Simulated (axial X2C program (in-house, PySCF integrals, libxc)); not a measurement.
Ω levels of CuNC⁺ from open-shell CI on d8 s1 p(π)0

Calculated with an axial X2C code built on PySCF integrals: two-component X2C with atomic mean-field Coulomb and Gaunt terms, basis Cu dyall-v3z, N dyall-v3z, C dyall-v3z (cores contracted in-house). Orbitals come from Hartree–Fock averaged over the configuration Cu d8 s1 p(π)0; CI then distributes these electrons over the d, s, p(π) shells of Cu.

Cu–N–C held linear, bonds 1.764 and 1.170 Å (the second held) (near the minimum of the configuration average).

Active spinors (ω > 0):

```json
{"shell": "d", "ω": "3/2", "ε (eV)": "-31.11", "character": "100% Cu d"}
{"shell": "d", "ω": "5/2", "ε (eV)": "-30.86", "character": "100% Cu d"}
{"shell": "d", "ω": "1/2", "ε (eV)": "-28.79", "character": "85% Cu d, 8% N p, 4% C p"}
{"shell": "d", "ω": "3/2", "ε (eV)": "-28.74", "character": "86% Cu d, 8% N p, 4% C p"}
{"shell": "d", "ω": "1/2", "ε (eV)": "-28.61", "character": "86% Cu d, 5% N p, 3% Cu s"}
{"shell": "s", "ω": "1/2", "ε (eV)": "-12.15", "character": "57% Cu s, 33% Cu p, 7% N p"}
{"shell": "p(π)", "ω": "1/2", "ε (eV)": "-4.45", "character": "88% Cu p, 4% C p, 3% Cu d"}
{"shell": "p(π)", "ω": "3/2", "ε (eV)": "-4.40", "character": "88% Cu p, 4% C p, 3% Cu d"}
```

Lowest levels of this model:

```tsv
Ω	energy (cm⁻¹)	g∥	configuration
5/2	0	6.00	92% d9 + 7% d8 s1
3/2	1231	2.05	92% d9 + 7% d8 s1
1/2	2834	1.92	97% d9
3/2	7946	3.95	90% d9 + 9% d8 s1
1/2	9332	0.08	89% d9 + 10% d8 s1
5/2	15514	7.33	100% d8 s1
3/2	15620	3.64	100% d8 s1
1/2	15869	0.43	100% d8 s1
7/2	15973	9.97	100% d8 s1
1/2	16651	3.12	100% d8 s1
5/2	16980	6.62	100% d8 s1
3/2	17460	2.65	100% d8 s1
9/2	19363	12.01	100% d8 s1
7/2	20180	8.03	100% d8 s1
5/2	21015	4.05	100% d8 s1
7/2	24733	8.01	100% d8 s1
```

g∥ is the magnitude of 2⟨Lz + ge Sz⟩ for the +Ω component.

Question: From Ω and g∥ of the lowest level, whose 2⟨Lz + ge Sz⟩ is positive, find ⟨Sz⟩ and ⟨Lz⟩ (ge = 2.0023).

Answer: Ω = ⟨Lz⟩ + ⟨Sz⟩ = 5/2 and ⟨Lz⟩ + ge⟨Sz⟩ = 3.000, so ⟨Sz⟩ = 0.50 and ⟨Lz⟩ = 2.00.

Occupations of the active spinors in the lowest level by ω, shell by shell in order of energy: -5/2: 0.00; -3/2: 1.00 1.00 0.00; -1/2: 0.99 0.96 0.04 0.00; 1/2: 0.99 0.98 0.03 0.00; 3/2: 1.00 1.00 0.00; 5/2: 1.00. The leading determinant has weight 0.92 among 1119.

This point took 2.8 s on 1 thread of Arm Neoverse V1, on a shared host.

There is no dynamic correlation: spin–orbit spacings and, for f shells, spacings inside one term are the most reliable numbers, splittings between terms come out too wide, and energies between configurations are not reliable, so the lowest level need not be the ground state of the molecule. The lowest levels belong to d9, not to the averaged configuration, so orbitals and distance suit them less well. For d shells the ligand-field splittings (σ, π, δ) and their order can be off by a thousand cm⁻¹ or more. At most 4 roots were kept for each Ω > 0 (twice that for Ω = 0) within 3.2 eV of the lowest, so higher up levels can be missing between those listed; levels with Ω > 0 are doubly degenerate and listed once, Ω = 0 levels singly. States that fill the shells left empty in the average are placed too high. The molecule was held linear; bending was not examined.
